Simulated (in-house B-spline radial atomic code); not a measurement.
Successive ionisation energies of arsenic; each step leads to the configuration of the next row (after the last: [Ar] 3d6). Dirac energy differences include first-order Breit, QED and recoil terms. NIST's values go from ground level to ground level; the uncertainty of those that are theory runs from under 0.1 % in few-electron ions to several per cent in heavy many-electron ones. Computed with an all-electron radial atomic-structure program (B-spline basis): Dirac-Hartree-Fock, average of the configuration, finite nuclei.

```csv
ion,configuration,ionisation energy (eV),tabulated value (eV),tabulated kind,computed minus tabulated (eV),highest orbital,largest mean radius (bohr)
As,[Ar] 3d10 4s2 4p3,8.36,9.78855,measured,-1.43,4p3/2,2.5696
As+,[Ar] 3d10 4s2 4p2,17.30,18.5892,measured,-1.29,4p3/2,2.3416
As2+,[Ar] 3d10 4s2 4p1,?,?,measured,?,?,?
As3+,[Ar] 3d10 4s2,47.84,50.15,measured,-2.31,4s1/2,1.7841
As4+,[Ar] 3d10 4s1,?,?,measured,?,?,?
As5+,[Ar] 3d10,119.29,121.19,measured,-1.90,3d5/2,0.65803
As6+,[Ar] 3d9,149.79,147,tabulated theory,2.79,3d5/2,0.63259
As7+,[Ar] 3d8,182.25,180,tabulated theory,2.25,3d5/2,0.61004
As8+,[Ar] 3d7,216.60,213,tabulated theory,3.60,3d5/2,0.59067
```

(1) Fill in the row of As2+.

(2) Fill in the row of As4+.

(3) Where is the largest jump?

Where a p, d or f electron is removed, the computed value is a mean over both j, so it misses the tabulated one by a part of the spin-orbit splitting; averaging over terms and missing correlation add to the gap, relatively most at low charge.

Results:

(1) ionisation energy (eV): 27.36; tabulated value (eV): 28.349; computed minus tabulated (eV): -0.99; highest orbital: 4p3/2; largest mean radius (bohr): 2.1792.

(2) ionisation energy (eV): 61.66; tabulated value (eV): 62.77; computed minus tabulated (eV): -1.11; highest orbital: 4s1/2; largest mean radius (bohr): 1.7111.

(3) From As to As+, by a factor of 2.07 (8.3564 to 17.303 eV); the highest orbital goes from 4p3/2 to 4p3/2.
